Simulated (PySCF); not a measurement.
The numbers are results of PySCF with PBE-D3(BJ)/def2-TZVP // PBE0-D3(BJ)/def2-TZVP, not measurements. Isolated molecules, 0 K electronic values unless said otherwise. One relaxed conformer stands for a flexible species; it need not be the lowest. Excitations are Tamm–Dancoff values on a coarser integration grid. The basis has no diffuse functions, so Rydberg states are missing or too high.

Reference species (SMILES): `OC[SiH3]` (H–O–C–Si torsion 59°) (neutral, multiplicity 1).

```
Quantity               Result
-------------------  --------
S1–T1 gap (TDA)       0.32 eV
LUMO                 -0.42 eV
HOMO                 -6.06 eV
T1 excitation (TDA)   5.45 eV
```

Changed species: `C[SiH2]O` (C–Si–O–H torsion 69°).

**Question.** What does the change do to the S1–T1 gap (TDA), LUMO, HOMO and T1 excitation (TDA)?

**Answer.** the S1–T1 gap (TDA) stays essentially unchanged; the LUMO rises by 0.03 eV, to -0.39 eV; the HOMO drops by 0.88 eV, to -6.94 eV; the T1 excitation (TDA) goes up by 0.91 eV, to 6.36 eV.
